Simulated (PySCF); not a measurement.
Si(H)(F)2(OH) (F₂H₂OSi), SMILES O[SiH](F)F. The structure is a stationary point at PBE0-D3(BJ)/def2-SVP. Other conformers were not sampled.

Method: PySCF with PBE0-D3(BJ)/def2-SVP.

Harmonic wavenumbers (cm⁻¹): 190, 306, 339, 386, 750, 829, 837, 885, 976, 1009, 2386, 3937. Rotational constants (GHz): 6.983, 6.693, 3.971; symmetry number 1.

Question: Work out the zero-point energy and the ideal-gas rigid-rotor harmonic-oscillator thermochemistry at 298.15 K and 1 atm.

Answer: ZPE = ½ Σ hcν = ½ × 12829 cm⁻¹ = 18.34 kcal/mol. H − E(el) = 22.00 kcal/mol. Entropy in cal/(mol K): translation 39.20, rotation 24.96, vibration 6.81, total 70.97. G − E(el) = 0.84 kcal/mol. Cp = 17.79 cal/(mol K).
